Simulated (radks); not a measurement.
Results of a calculation; reference values are marked as such.
Task: Species: Hf2+. Configuration: [Kr] 4d10 4f14 5s2 5p5 5d2 6d1 (not the ground configuration). Level of theory: scalar-relativistic Kohn-Sham, PBE, spin-polarised, spherical densities, finite nucleus; open shells are filled with parallel spins first (spin-orbit coupling, left out, can overturn this in heavy ions); Fermi nuclear charge, rms radius 5.347 fm (a radial shooting solver on a logarithmic mesh with Libxc functionals). Some entries of the table are withheld. Estimate them.

| orbital | occ. | eigenvalue (eV) | <r> (bohr) | <1/r> (bohr^-1) |
|---|---|---|---|---|
| 1s up | 1 | -65290.59 | 0.01899 | 83.78 |
| 1s down | 1 | -65290.51 | 0.01899 | 83.78 |
| 2s up | 1 | -11186.94 | 0.08038 | 19.56 |
| 2s down | 1 | -11186.80 | 0.08038 | 19.56 |
| 2p up | 3 | -9827.986 | 0.07172 | 17.85 |
| 2p down | 3 | -9827.838 | 0.07172 | 17.85 |
| 3s up | 1 | -2567.698 | 0.2087 | 7.239 |
| 3s down | 1 | -2567.644 | 0.2087 | 7.239 |
| 3p up | 3 | -2161.530 | 0.2085 | 6.712 |
| 3p down | 3 | -2161.462 | 0.2085 | 6.712 |
| 3d up | 5 | -1680.245 | 0.1890 | 6.350 |
| 3d down | 5 | -1680.139 | 0.1890 | 6.350 |
| 4s up | 1 | -536.8375 | 0.4683 | 3.066 |
| 4s down | 1 | -536.6844 | 0.4683 | 3.066 |
| 4p up | 3 | -403.5779 | 0.4978 | 2.791 |
| 4p down | 3 | -403.4243 | 0.4977 | 2.791 |
| 4d up | 5 | -231.2058 | 0.5354 | 2.474 |
| 4d down | 5 | -231.0026 | 0.5350 | 2.475 |
| 5s up | 1 | -91.6742 | 1.128 | 1.178 |
| 5s down | 1 | -89.7271 | 1.122 | 1.187 |
| 5p up | 3 | -59.8137 | (1) | 0.9917 |
| 5p down | 2 | -57.4792 | (2) | 0.9989 |
| 4f up | 7 | -41.3765 | 0.6733 | 1.920 |
| 4f down | 7 | -40.8258 | 0.6649 | 1.934 |
| 5d up | 2 | -23.8115 | (3) | 0.6746 |
| 5d down | 0 | -21.3650 | (4) | 0.6678 |
| 6d up | 1 | -8.7538 | 5.144 | 0.2472 |

Result: 
(1) 5p up <r> (bohr): 1.315
(2) 5p down <r> (bohr): 1.309
(3) 5d up <r> (bohr): 1.895
(4) 5d down <r> (bohr): 1.920
